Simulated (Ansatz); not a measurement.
# Worked example: vertical ionisation energy of BiCl3 (bismuth trichloride)

The species is BiCl3 (4 atoms), meant as a singlet with charge 0. As SMILES, `[Cl][Bi]([Cl])[Cl]`. The shape is that of a PBE0-D4/def2-TZVP optimisation.

```xyz
4

Cl    1.0485    0.4764    1.7952
Bi   -0.8046   -0.0888    0.3386
Cl    0.1991   -2.0020   -0.7602
Cl   -0.3875    1.5541   -1.3939
```

Both states at this one shape; open shells run unrestricted unless said. 1 Eh = 27.2114 eV.

```
                                                      level  program  singlet BiCl3 (Eh)  doublet [BiCl3]+ (Eh)
                             BLYP/def2-SVP (core potential)   Ansatz        -1594.876110           -1594.511657
                            HSE06/def2-SVP (core potential)   Ansatz        -1594.443678           -1594.054538
RPA@PBE0/def2-SVP (core potential), 19 core orbitals frozen   Ansatz        -1592.429428           -1592.055463
 BCCD(T)/def2-SVP (core potential), 19 core orbitals frozen   Ansatz        -1592.282195           -1591.903938
```

Task: Work out the vertical ionisation energy at each level.

Result: 
1. BLYP/def2-SVP (core potential): -1594.511657 − (-1594.876110) = 0.364453 Eh = 9.92 eV.
2. HSE06/def2-SVP (core potential): -1594.054538 − (-1594.443678) = 0.389140 Eh = 10.59 eV.
3. RPA@PBE0/def2-SVP (core potential): -1592.055463 − (-1592.429428) = 0.373965 Eh = 10.18 eV.
4. BCCD(T)/def2-SVP (core potential): -1591.903938 − (-1592.282195) = 0.378257 Eh = 10.29 eV.

No measured value is set beside it here; the levels span 9.92 to 10.59 eV. Spin-orbit coupling, which splits open shells on such heavy atoms by tenths of an eV, is left out. The second state is spin-contaminated at BCCD(T)/def2-SVP (core potential) (⟨S²⟩ = 0.85).
